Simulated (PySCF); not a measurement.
# VSe: from constants to spectrum

ROHF-MP2 constants of VSe, ⁴Σ⁻ (quartet), unpaired electrons σ ↑, δ ↑↑ (basis V def2-TZVPP, Se def2-TZVPP; no relativity; PySCF 2.14; masses 50.9440 and 79.9165 u):

| Quantity | Value |
| --- | --- |
| ωe | 400.6 cm⁻¹ |
| ωexe | 0.78 cm⁻¹ |
| Be | 0.11715 cm⁻¹ |
| αe | 0.000408 cm⁻¹ |

Q: What force constant and bond length do these constants imply?

A: Reduced mass μred = 31.111 u; k = 5.8918×10⁻⁷·μred·ωe² (u, cm⁻¹, mdyn/Å) = 2.94 mdyn/Å; Re = √(16.8576/(μred·Be)) (u, cm⁻¹, Å) = 2.151 Å.

Q: Estimate the centrifugal constant D from the Kratzer relation and find the Dunham coefficient a1.

A: D = 4Be³/ωe² = 4.01e-08 cm⁻¹; a1 = −1 − αeωe/(6Be²) = -2.98.

Correlated steps freeze 14 core orbitals. Spin–orbit coupling is left out. The state is the lowest single determinant that the PBE0 search found; with open d or f shells the true ground state can be another one.
